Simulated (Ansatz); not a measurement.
C$_{3}$H$_{9}$F$_{2}$O$_{3}$Ta (`C[O][Ta]([F])([F])([O]C)[O]C`), relaxed with RKS PBE-D4/def2-SVP in the Gaussian-basis code of Ansatz from a rough embedded geometry. The force threshold is 0.03 eV/Å; the program also tests the step.

Charge 0, multiplicity 1. Ta: def2 effective core potential.

Start:

```xyz
18

C    -1.633    1.007    1.620
O    -0.311    0.667    1.176
Ta    0.533   -0.035   -0.751
F    -0.018   -0.001   -2.798
F     0.915   -1.881   -2.125
O    -0.532   -2.357   -0.966
C    -1.773   -1.847   -0.500
O     1.752    1.249    0.720
C     3.075    1.316    0.148
H    -1.907    0.374    2.466
H    -1.737    2.064    1.721
H    -2.253    0.704    0.710
H    -1.684   -1.634    0.502
H    -1.999   -0.934   -1.117
H    -2.569   -2.570   -0.703
H     3.708    2.050    0.613
H     3.489    0.291    0.233
H     2.944    1.536   -0.948
```

```csv
step,energy (eV),largest force (eV/Å),largest move (Å)
1,-16353.5521,3.526,0.000
2,-16357.5318,3.289,0.195
3,-16360.4865,2.646,0.195
4,-16362.5579,2.238,0.195
5,-16363.9884,1.239,0.199
6,-16364.8725,0.850,0.195
7,-16365.3402,0.579,0.198
8,-16365.4949,0.422,0.194
9,-16365.6186,0.187,0.200
10,-16365.6946,0.161,0.194
11,-16365.7388,0.347,0.198
13,-16365.7998,0.237,0.176
15,-16365.8218,0.198,0.055
17,-16365.8377,0.359,0.195
19,-16365.8574,0.203,0.132
21 (rejected),-16365.8286,1.223,0.098
23,-16365.8673,0.081,0.098
25,-16365.8746,0.112,0.045
27,-16365.8776,0.023,0.049
29 (rejected),-16365.8804,0.231,0.146
31,-16365.8855,0.040,0.074
33,-16365.8891,0.086,0.048
35,-16365.8910,0.028,0.052
37 (rejected),-16365.8928,0.187,0.111
39,-16365.8940,0.020,0.027
```

End:

```xyz
18

C    -1.952    1.594    1.195
O    -1.102    0.750    0.482
Ta    0.132    0.213   -0.874
F    -0.709    1.489   -2.030
F     1.396    0.001   -2.310
O    -0.422   -1.599   -0.915
C    -1.252   -2.516   -0.243
O     1.630    0.542    0.265
C     3.034    0.580    0.129
H    -2.765    1.012    1.682
H    -1.391    2.135    1.989
H    -2.417    2.346    0.518
H    -0.666   -3.089    0.507
H    -2.084   -1.996    0.280
H    -1.682   -3.233   -0.973
H     3.418    1.572    0.451
H     3.495   -0.198    0.774
H     3.337    0.400   -0.926
```

Hardware: 4 threads of an AMD EPYC 7R13 on a shared host and a share of an NVIDIA H100 80 GB. Wall time 58 s, peak host memory 0.84 GiB.
